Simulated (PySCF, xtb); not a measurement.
BH5OSn, SMILES B[O][SnH3].

GFN2-xTB run with xtb 6.7.1 at its own geometry gives an orbital gap of 5.15 eV and a dipole moment of 2.48 D.

Geometry optimised at B3LYP-D3(BJ)/def2-SVP. The def2 effective core potentials stand for the cores of Sn; spin–orbit coupling is left out.

Question: What does PBE/def2-TZVPD run with PySCF give? (Estimate from the structure and the level; the computed values follow.)

Answer: gap 4.63 eV (levels -6.33 and -1.69 eV), dipole 2.79 D.
